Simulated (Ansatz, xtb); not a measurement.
## Relative energy of two isomers of C4H8F2O

We compare X, `CCC(F)(F)OC`, a singlet, with Y, `CC(C)(F)OCF`, a singlet. Both are isolated molecules in the gas phase, relaxed with PBE-D3(BJ)/def2-SVP, each in the lowest conformer that the search found.

Quicker runs give these differences E(Y) − E(X): GFN2-xTB +2.5 kcal/mol; HF/STO-3G +6.9 kcal/mol (at GFN2-xTB geometries); r2SCAN-D4/def2-SVP +5.8 kcal/mol (at GFN2-xTB geometries).

Q: Estimate E(Y) − E(X) at the level CCSD(T)/def2-SVP + ΔMP2/def2-TZVPP.

A: Calculated at CCSD(T)/def2-SVP + ΔMP2/def2-TZVPP: E(Y) − E(X) = +3.0 kcal/mol, so structure X lies lower.

The same difference at several levels:

| level | geometry | E(Y) − E(X) (kcal/mol) | departure from the last row (kcal/mol) | job, with rough time for the two |
| --- | --- | --- | --- | --- |
| GFN2-xTB | GFN2-xTB | +2.5 | −0.5 | optimisation, 0.15 s |
| HF/STO-3G | GFN2-xTB | +6.9 | +3.9 | single point, 0.44 s |
| r2SCAN-D4/def2-SVP | GFN2-xTB | +5.8 | +2.9 | single point, 2.5 s |
| PBE-D3(BJ)/def2-SVP | PBE-D3(BJ)/def2-SVP | +5.4 | +2.5 | optimisation, 11 s |
| HF/def2-SVP | PBE-D3(BJ)/def2-SVP | +6.0 | +3.1 | part of the CCSD(T) run |
| MP2/def2-SVP | PBE-D3(BJ)/def2-SVP | +5.6 | +2.6 | part of the CCSD(T) run |
| CCSD(T)/def2-SVP | PBE-D3(BJ)/def2-SVP | +5.3 | +2.3 | single point |
| CCSD(T)/def2-SVP + ΔMP2/def2-TZVPP | PBE-D3(BJ)/def2-SVP | +3.0 |  | single point, 43 s |

As drawn, both hold the same kinds of bond in the same numbers.

None of the levels shown reverses the order. The largest departure from CCSD(T)/def2-SVP + ΔMP2/def2-TZVPP is that of HF/STO-3G, 3.9 kcal/mol. The last row adds to CCSD(T) the change of the MP2 difference between the two basis sets, here −2.3 kcal/mol.

With thermal terms from frequencies at re-optimised GFN2-xTB minima (ideal gas, soft modes damped towards free rotors, one conformer each, 298.15 K, 1 atm): on the last row, ΔE + ΔZPE = +2.9, ΔH = +2.8, ΔG = +3.0 kcal/mol.

The correlated steps freeze 7 core orbitals. Programs: Ansatz 0.2.0, xtb 6.7.1; the last row on 4 threads of Intel(R) Xeon(R) Platinum 8375C CPU @ 2.90GHz (Ice Lake) on a shared host.
